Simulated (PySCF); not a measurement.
CH$_{3}$FSn, singlet, geometry from GFN2-xTB (such geometries of metal compounds can be far from the true shape) (all electrons, no relativity), with bond 4-3 at 1.4 times its length; CASSCF(6,5)/STO-3G in PySCF.

Input for PySCF:
```python
from pyscf import gto, scf, mcscf
import numpy

mol = gto.Mole()
mol.atom = '''
    Sn    0.003081   -0.069996    0.398942
    F    -0.516164   -1.359070   -1.124694
    C     0.471506    1.652998   -1.002872
    H     0.552152    3.023010   -0.325784
    H    -0.293609    1.704877   -1.781821
    H     1.426914    1.476962   -1.506551
'''
mol.basis = 'sto-3g'
mol.charge = 0
mol.spin = 0
mol.verbose = 4
mol.build()

mf = scf.RHF(mol)
mf.kernel()
mc = mcscf.CASSCF(mf, 5, 6)
mc.fix_spin_(ss=0.0)
mc = mc.newton()
mc.kernel()
occ = numpy.linalg.eigvalsh(mc.fcisolver.make_rdm1(mc.ci, mc.ncas, mc.nelecas))[::-1]
ss = mc.fcisolver.spin_square(mc.ci, mc.ncas, mc.nelecas)[0]
print('natural occupations', occ.round(4), ' <S^2>', round(ss, 4))
```

The log (banner, timings and long lists left out):

```
PySCF version 2.14.0

[INPUT] verbose = 4
[INPUT] num. atoms = 6
[INPUT] num. electrons = 68
[INPUT] charge = 0
[INPUT] spin (= nelec alpha-beta = 2S) = 0
[INPUT] symmetry False subgroup None
[INPUT] Mole.unit = angstrom
[INPUT] Symbol           X                Y                Z      unit          X                Y                Z       unit  Magmom
[INPUT]  1 Sn     0.003081000000  -0.069996000000   0.398942000000 AA    0.005822246190  -0.132273269815   0.753891119586 Bohr   0.0
[INPUT]  2 F     -0.516164000000  -1.359070000000  -1.124694000000 AA   -0.975408595360  -2.568270084113  -2.125363633942 Bohr   0.0
[INPUT]  3 C      0.471506000000   1.652998000000  -1.002872000000 AA    0.891017206089   3.123713504454  -1.895153417995 Bohr   0.0
[INPUT]  4 H      0.552152000000   3.023010000000  -0.325784000000 AA    1.043416059131   5.712660971821  -0.615642535765 Bohr   0.0
[INPUT]  5 H     -0.293609000000   1.704877000000  -1.781821000000 AA   -0.554840597707   3.221750606070  -3.367153692999 Bohr   0.0
[INPUT]  6 H      1.426914000000   1.476962000000  -1.506551000000 AA    2.696476663308   2.791053676390  -2.846968782690 Bohr   0.0

nuclear repulsion = 233.913560537669
number of shells = 20
number of NR pGTOs = 120
number of NR cGTOs = 40
basis = sto-3g
ecp = {}

******** <class 'pyscf.scf.hf.RHF'> ********
method = RHF
initial guess = minao
damping factor = 0
level_shift factor = 0
DIIS = <class 'pyscf.scf.diis.CDIIS'>
diis_start_cycle = 1
diis_space = 8
diis_damp = 0
SCF conv_tol = 1e-09
SCF conv_tol_grad = None
SCF max_cycles = 50
direct_scf = True
direct_scf_tol = 1e-13
Set gradient conv threshold to 3.16228e-05
Initial guess from minao.
init E= -6082.77122892896
  HOMO = -0.467247161960919  LUMO = -0.328213003555236  gap/eV = 3.78331
cycle= 1 E= -6100.23371383335  delta_E= -17.5  |g|= 0.419  |ddm|= 2.77
  HOMO = -0.113210509859483  LUMO = 0.184828449417791  gap/eV = 8.11005
cycle= 2 E= -6100.33656998037  delta_E= -0.103  |g|= 0.159  |ddm|= 1.11
  HOMO = -0.180893206705867  LUMO = 0.173821299978871  gap/eV = 9.65227
cycle= 3 E= -6100.34957458472  delta_E= -0.013  |g|= 0.0448  |ddm|= 0.334
  HOMO = -0.197773839781921  LUMO = 0.159483759744353  gap/eV = 9.72147
cycle= 4 E= -6100.35124445262  delta_E= -0.00167  |g|= 0.0139  |ddm|= 0.116
  HOMO = -0.197648496623263  LUMO = 0.15889044041366  gap/eV = 9.70192
cycle= 5 E= -6100.3515325115  delta_E= -0.000288  |g|= 0.00514  |ddm|= 0.0581
  HOMO = -0.197406199374299  LUMO = 0.159247478384142  gap/eV = 9.70504
cycle= 6 E= -6100.35156913039  delta_E= -3.66e-05  |g|= 0.00186  |ddm|= 0.0196
  HOMO = -0.19719838857711  LUMO = 0.159381240011012  gap/eV = 9.70303
cycle= 7 E= -6100.35157466482  delta_E= -5.53e-06  |g|= 0.000231  |ddm|= 0.0101
  HOMO = -0.197144490673775  LUMO = 0.159414572822703  gap/eV = 9.70247
cycle= 8 E= -6100.3515747178  delta_E= -5.3e-08  |g|= 4.11e-05  |ddm|= 0.00078
  HOMO = -0.197142894622609  LUMO = 0.159415014435079  gap/eV = 9.70243
cycle= 9 E= -6100.3515747197  delta_E= -1.9e-09  |g|= 1.07e-05  |ddm|= 0.00014
  HOMO = -0.197141131980804  LUMO = 0.159416337376787  gap/eV = 9.70242
cycle= 10 E= -6100.35157471985  delta_E= -1.56e-10  |g|= 2.96e-06  |ddm|= 4.29e-05
  HOMO = -0.197141138779258  LUMO = 0.15941622524018  gap/eV = 9.70242
Extra cycle  E= -6100.35157471985  delta_E= -9.09e-13  |g|= 1.71e-06  |ddm|= 7.94e-06
converged SCF energy = -6100.35157471985

******** <class 'pyscf.mcscf.newton_casscf.CASSCF'> ********
CAS (3e+3e, 5o), ncore = 31, nvir = 4
max_cycle_macro = 50
max_cycle_micro = 10
conv_tol = 1e-07
conv_tol_grad = None
orbital rotation max_stepsize = 0.03
augmented hessian ah_max_cycle = 30
augmented hessian ah_conv_tol = 1e-12
augmented hessian ah_linear dependence = 1e-14
augmented hessian ah_level shift = 1e-08
augmented hessian ah_start_tol = 500
augmented hessian ah_start_cycle = 3
augmented hessian ah_grad_trust_region = 3
kf_trust_region = 3
kf_interval = 5
natorb = False
canonicalization = True
internal_rotation = False
******** <class 'pyscf.fci.addons.SpinPenaltyFCISolver'> ********
max. cycles = 50
conv_tol = 1e-08
davidson only = True
linear dependence = 1e-12
level shift = 0.001
max iter space = 12
nroots = 1
pspace_size = 400
spin = None

WARN: SO-CASSCF (Second order CASSCF) is an experimental feature. Its performance is bad for large systems.

CASCI E = -6100.37841312437  dE = -6100.3784  S^2 = 0.0000000
Set conv_tol_grad to 0.000316228
macro 1 (18 JK  14 micro), CASSCF E = -6100.39901583405  dE = -0.0206  |grad|=0.0934  S^2 = 0.0000000
macro 2 (21 JK  16 micro), CASSCF E = -6100.4008134381  dE = -0.001798  |grad|=0.0409  S^2 = 0.0000000
macro 3 (21 JK  16 micro), CASSCF E = -6100.40235686287  dE = -0.001543  |grad|=0.0304  S^2 = 0.0000000
macro 4 (11 JK  7 micro), CASSCF E = -6100.40590253292  dE = -0.003546  |grad|=0.0257  S^2 = 0.0000000
macro 5 (11 JK  7 micro), CASSCF E = -6100.40810114219  dE = -0.002199  |grad|=0.00939  S^2 = 0.0000000
macro 6 (7 JK  3 micro), CASSCF E = -6100.40837651222  dE = -0.0002754  |grad|=0.00376  S^2 = 0.0000000
macro 7 (13 JK  7 micro), CASSCF E = -6100.4084268337  dE = -5.032e-05  |grad|=9.75e-05  S^2 = 0.0000000
macro 8 (10 JK  5 micro), CASSCF E = -6100.40842739021  dE = -5.565e-07  |grad|=5.59e-05  S^2 = 0.0000000
macro 9 (1 JK  0 micro), CASSCF E = -6100.40842739021  dE = -2.728e-12  |grad|=1.06e-05  S^2 = 0.0000000
newton CASSCF converged in 9 macro (22 KF 91 Hx) steps
CASSCF canonicalization
Density matrix diagonal elements [1.94006157 1.94279417 1.9332243  0.10132675 0.08259321]
CASSCF energy = -6100.40842739021
CASCI E = -6100.40842739021  E(CI) = -8.70460969621672  S^2 = 0.0000000
natural occupations [1.9619 1.9575 1.9159 0.0839 0.0808]  <S^2> 0.0
```
